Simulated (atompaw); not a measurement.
## Plane-wave convergence, PAW (atompaw) potential for gallium (Ga)

* Element: gallium
* Generator: atompaw 4.2.0.5
* Type: PAW
* Functional: PBE
* Relativity: non-relativistic
* Frozen core: [Ar]
* Valence charge: 13
* Reference configuration: 3d10 4s2 4p1
* Partial waves: 4s (bound): rc 2.75 bohr; 4s channel at 0.95 Ry: rc 2.75 bohr; 4p (bound): rc 2.75 bohr; 4p channel at 1.25 Ry: rc 2.75 bohr; 3d (bound): rc 0.70 bohr; 3d channel at -1.1 Ry: rc 0.70 bohr
* Local potential: ultrasoft scheme with l = 3 at 0 Ry, radius 2.20 bohr
* Core correction: smooth core density matched at 1.70 bohr
* Augmentation charge: besselshape compensation charge, radius 2.55 bohr; PAW radius 2.75 bohr; waves and projectors: custom rrkj gramschmidtortho

The pseudo-atom Hamiltonian at the reference potential is diagonalised in spherical Bessel functions j_l(qr) that vanish at 20 bohr, with q² up to the cutoff. All-electron valence levels (Ry): 4s -0.6402, 4p -0.1923, 3d -1.4534.

Task: How do the lowest levels (Ry) of each channel move with the cutoff, and are there ghosts?

Result:

```json
{"cutoff (Ry)": "8", "s #1": "-0.6402", "p #1": "-0.1920", "d #1": "0.0465", "f #1": "0.1020", "f #2": "0.2253", "Σ f·Δε (mRy)": "14998.8"}
{"cutoff (Ry)": "25", "s #1": "-0.6402", "p #1": "-0.1923", "d #1": "0.0322", "f #1": "0.1020", "f #2": "0.2253", "Σ f·Δε (mRy)": "14855.1"}
{"cutoff (Ry)": "50", "s #1": "-0.6402", "p #1": "-0.1923", "d #1": "-0.2965", "f #1": "0.1020", "f #2": "0.2253", "Σ f·Δε (mRy)": "11568.2"}
{"cutoff (Ry)": "100", "s #1": "-0.6402", "p #1": "-0.1923", "d #1": "-0.8980", "f #1": "0.1020", "f #2": "0.2253", "Σ f·Δε (mRy)": "5553.0"}
{"cutoff (Ry)": "180", "s #1": "-0.6402", "p #1": "-0.1923", "d #1": "-1.4383", "f #1": "0.1020", "f #2": "0.2253", "Σ f·Δε (mRy)": "150.9"}
{"cutoff (Ry)": "400", "s #1": "-0.6402", "p #1": "-0.1923", "d #1": "-1.4533", "f #1": "0.1020", "f #2": "0.2253", "Σ f·Δε (mRy)": "0.0"}
```

Result: no extra level below or beside the all-electron valence levels (s, p, d, f tested); 10 mRy is reached at 300 Ry and 1 mRy at over 300 Ry.
